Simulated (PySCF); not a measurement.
Magnetic shielding above rings: a mixed set.

Definitions: NICS(0) = −σiso at the ring centroid; NICS(1) = −σiso and NICS(1)zz = −σzz at ±1 Å along the ring normal z. Level: GIAO PBE0/pcSseg-1 (PySCF, non-relativistic, gas phase) on the GFN2-xTB geometries, one conformer each. Atom numbers follow the mapped SMILES.

Task: Order these rings by mean NICS(1)zz, lowest (most negative) first (ppm).
A. ring C2–C3–Si4–O5–Si6 in `[O:1]=[C:2]1[CH2:3][SiH2:4][O:5][SiH2:6]1`
B. ring C3–C4–C5–C9–C10–C11 in `[CH3:1][O:2][c:3]1[cH:4][c:5]([C:6](=[O:7])[F:8])[cH:9][cH:10][c:11]1[CH3:12]`
C. ring C8–C9–C10 in `[CH3:1][C@:2]([SiH3:3])([C:4](=[S:5])[CH2:6][F:7])[CH:8]1[CH2:9][CH2:10]1`
D. ring C5–C6–C7–N8–C9–C10 in `[CH3:1][S:2](=[O:3])(=[O:4])[CH:5]1[CH2:6][CH2:7][NH:8][CH2:9][CH2:10]1`
E. ring C6–C7–C8–C9–C11–C12 in `[CH3:1][CH2:2][O:3][C:4](=[O:5])[c:6]1[cH:7][cH:8][c:9]([F:10])[cH:11][cH:12]1`
F. ring P3–C5–C6–C7–C9–C10 in `[CH:1]#[C:2][P+:3]1([CH3:4])[CH2:5][CH2:6][C:7](=[O:8])[CH2:9][CH2:10]1` (charge +1)

Result: E (-26.7), B (-25.5), C (-23.5), A (-0.4), D (0.8), F (3.9).

```
                     SMILES                                                      ring  NICS(0)  NICS(1)  NICS(1)zz  HOMA  rms pucker (Å)  ring atoms with four or more neighbours
        CCOC(=O)c1ccc(F)cc1          6-membered carbocycle; formal bonds all aromatic     -9.8    -11.2      -26.7  0.99            0.00                                        0
        COc1cc(C(=O)F)ccc1C          6-membered carbocycle; formal bonds all aromatic     -9.2    -11.0      -25.5  0.97            0.00                                        0
C[C@]([SiH3])(C(=S)CF)C1CC1            3-membered carbocycle; formal bonds all single    -44.2     -8.8      -23.5     –            0.00                                        3
        O=C1C[SiH2]O[SiH2]1  5-membered ring with O and 2 Si; formal bonds all single      2.0     -0.4       -0.4     –            0.12                                        3
         CS(=O)(=O)C1CCNCC1           6-membered ring with N; formal bonds all single     -2.4     -1.8        0.8     –            0.24                                        5
      C#C[P+]1(C)CCC(=O)CC1           6-membered ring with P; formal bonds all single     -0.7     -1.5        3.9     –            0.26                                        5
```

NICS(0) gives another order. The isotropic NICS(1) gives another order. HOMA uses Krygowski's 1993 parameters; it is left out where a ring has a four-coordinate atom, a triple bond, no multiple bond or a kind of bond without parameters. NICS(1) and NICS(1)zz are means over the two faces.
